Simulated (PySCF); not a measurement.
PySCF input file for C2H9BeNSi, SMILES C[N](C)[Be][SiH3], C-PCM-B3LYP/def2-SVP. The structure is a stationary point at TPSSh-D3(BJ)/def2-SVP. The structure was generated by enumeration; whether it is a known compound was not checked. One conformer was computed; it need not be the lowest.

```python
import numpy as np
from pyscf import gto, scf, dft
from pyscf.solvent import pcm

mol = gto.M(
    atom='''
    Be   -0.23851258    0.13440978    0.17359215
    N     0.85787492   -0.47618599   -0.67282266
    C     2.26456770   -0.14052858   -0.52531418
    C     0.61249043   -1.45837169   -1.71598002
    H     2.87020119   -1.03149540   -0.26757205
    H     2.68133059    0.28471068   -1.45941367
    H     2.40579865    0.60390381    0.27452266
    H     0.95252849   -1.09441502   -2.70541078
    H     1.14320973   -2.40907477   -1.51214518
    H    -0.46303148   -1.68455167   -1.79319095
    Si   -1.80417453    1.00252207    1.40701800
    H    -2.85892543    0.00680366    1.77691049
    H    -2.51840031    2.14229533    0.75190476
    H    -1.26769089    1.53557861    2.69929815
    ''',
    basis='def2-SVP',
    charge=0,
    spin=0,
    max_memory=1600,
    verbose=3,
)
mf = dft.RKS(mol, xc='b3lyp').density_fit(auxbasis='def2-universal-jkfit')
mf.grids.level = 3
mf.conv_tol = 1e-9
mf.max_cycle = 100
mf.kernel()
res = {}
for name, eps in {'water': 78.355, '2-propanol': 19.264, '1-octanol': 9.8629}.items():
    s = mf.PCM()
    s.with_solvent.method, s.with_solvent.eps, s.with_solvent.lebedev_order = 'C-PCM', eps, 29
    s.kernel(mf.make_rdm1())
    res[name] = (s.e_tot, eps, s.dip_moment(), s.mo_energy, s.converged)
    print(f'{name}: electrostatic solvation free energy {(s.e_tot - mf.e_tot) * 627.509474:.3f} kcal/mol')
```

It prints:

```
converged SCF energy = -440.454947409814

WARN: PCM is an experimental feature. It is still in testing.
Features and APIs may be changed in the future.

converged SCF energy = -440.459885670135
Dipole moment(X, Y, Z, Debye):  2.04283, -1.13251, -1.61991
water: electrostatic solvation free energy -3.099 kcal/mol

WARN: PCM is an experimental feature. It is still in testing.
Features and APIs may be changed in the future.

converged SCF energy = -440.459661541675
Dipole moment(X, Y, Z, Debye):  2.02660, -1.12359, -1.60670
2-propanol: electrostatic solvation free energy -2.958 kcal/mol

WARN: PCM is an experimental feature. It is still in testing.
Features and APIs may be changed in the future.

converged SCF energy = -440.459382358761
Dipole moment(X, Y, Z, Debye):  2.00638, -1.11248, -1.59025
1-octanol: electrostatic solvation free energy -2.783 kcal/mol
```

The run converged.
